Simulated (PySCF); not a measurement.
C3H5N2, SMILES c1c[nH+]c[nH]1, charge +1. The structure is a stationary point at PBE-D3(BJ)/def2-SVP. The isomer is the one that the SMILES or the coordinates give; other isomers of the formula were not compared.

These are PBE-D3(BJ)/def2-SVP (PySCF) values and carry that method's errors.

Harmonic wavenumbers (cm⁻¹): 617, 623, 689, 715, 735, 826, 866, 891, 911, 1043, 1075, 1119, 1153, 1196, 1293, 1431, 1443, 1535, 1583, 3221, 3223, 3237, 3517, 3525. Rotational constants (GHz): 9.217, 8.955, 4.542; symmetry number 2.

Task: Work out the zero-point energy and the ideal-gas rigid-rotor harmonic-oscillator thermochemistry at 298.15 K and 1 atm.

Result: ZPE = ½ Σ hcν = ½ × 36465 cm⁻¹ = 52.13 kcal/mol. H − E(el) = 55.13 kcal/mol. Entropy in cal/(mol K): translation 38.62, rotation 22.89, vibration 2.71, total 64.21. G − E(el) = 35.99 kcal/mol. Cp = 16.30 cal/(mol K).
